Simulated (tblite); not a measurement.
C₅H₁₁OS (doublet state).
Atom-mapped SMILES: `[CH3:1][O:2][CH:3][CH2:4][CH2:5][CH2:6][SH:7]` (hydrogens: H8, H9, H10 on C1; H11 on C3; H12, H13 on C4; H14, H15 on C5; H16, H17 on C6; H18 on S7)

Geometry (GFN2-xTB, Å), atoms numbered from 1 in this order:
```
atom  x, y, z in Å
C1     2.7663   -0.0417   -0.8907
O2     1.7614    0.0589    0.0811
C3     0.9165   -1.0178    0.1806
C4    -0.2242   -0.8830    1.1115
C5    -1.5053   -0.3195    0.4485
C6    -1.2955    1.1119   -0.0069
S7    -2.7387    1.7716   -0.9130
H8     3.3210    0.8947   -0.8642
H9     3.4448   -0.8746   -0.6739
H10    2.3415   -0.1864   -1.8911
H11    0.8777   -1.7018   -0.6538
H12    0.0683   -0.2192    1.9266
H13   -0.4688   -1.8647    1.5252
H14   -1.7754   -0.9413   -0.4075
H15   -2.3250   -0.3620    1.1705
H16   -0.4693    1.1796   -0.7126
H17   -1.0926    1.7733    0.8354
H18   -3.6114    1.6284    0.0826
```

Level: GFN2-xTB in tblite, geometry and Hessian alike; calculated harmonic values, unscaled, isolated species. This tight-binding method is rough: wavenumbers can miss measured ones by several per cent, in bad cases by 10 to 20. Modes of hydrogen on sulfur can be 10 to 20 % off. One conformer, not necessarily the lowest. Open shells enter through the occupations alone, without spin polarisation, and single modes of such species can be off by tens of per cent.

Harmonic wavenumbers (cm⁻¹): 39.9, 59.8, 65.9, 103.9, 153.6, 203.5, 217.9, 265.2, 286.6, 373.6, 471.8, 518.6, 717.3, 763.2, 828.0, 857.0, 959.1, 975.7, 1042.2, 1077.1, 1086.7, 1119.0, 1121.3, 1170.6, 1186.0, 1242.7, 1245.4, 1257.7, 1289.9, 1325.6, 1356.8, 1408.1, 1449.0, 1451.2, 1462.9, 1477.4, 1485.0, 2431.9, 2907.5, 2929.3, 2950.5, 2957.5, 2979.1, 2986.0, 2995.8, 3019.1, 3027.6, 3059.5.

A = 3798, B = 903.8, C = 769.4 MHz; mass 119.053 u (most abundant isotopes); point group C1, symmetry number 1; spin multiplicity 2.

Q: Zero-point energy?

A: Half the sum of the wavenumbers: 32180 cm⁻¹ = 92.01 kcal/mol.

Q: What is S at 273.15 K and 1 bar for an ideal gas of classical rigid rotors and harmonic oscillators?

A: Translation 39.83, rotation 28.93, vibration 29.05, spin (R ln 2) 1.38: S = 99.2 cal/(mol K).

Q: And Cp and H(273.15 K) − H(0)?

A: Cp = 33.60 cal/(mol K), of which vibrations give 25.65 (their classical limit is 48 R = 95.4); H(273.15 K) − H(0) = 6.09 kcal/mol without the zero-point energy, 3.92 from vibrations.

Q: Which modes carry the vibrational entropy at 273.15 K?

A: 39.9 cm⁻¹: 5.09; 59.8 cm⁻¹: 4.29; 65.9 cm⁻¹: 4.10; 103.9 cm⁻¹: 3.21; 153.6 cm⁻¹: 2.46; 203.5 cm⁻¹: 1.94 cal/(mol K); the other 42 give 7.96 together.

Q: How do the functions run with temperature in this model?

A: 
```csv
T (K),S (cal/(mol K)),Cp (cal/(mol K)),H − H(0) (kcal/mol),G − H(0) (kcal/mol),ln q(vib)
150,82.2,24.3,2.54,-9.79,3.94
250,96.3,31.7,5.33,-18.74,6.78
298.15,102.2,35.7,6.96,-23.52,8.05
400,113.9,44.4,11.04,-34.53,10.63
600,134.8,58.8,21.44,-59.46,15.42
900,161.6,73.2,41.41,-104.05,22.12
```

q(vib) and H(0) count from the zero-point level.

Q: What must be added to the electronic energy to get the Gibbs energy at 273.15 K and 1 bar?

A: ZPE + [H(273.15 K) − H(0)] − T·S = 92.01 + 6.09 − 27.09 = 71.01 kcal/mol.

Hindered rotation and anharmonicity are outside this model. Other conformers, if any are populated, would add a mixing term that is left out. The structure is chiral; the term R ln 2 for an equal mix with its mirror image is left out.
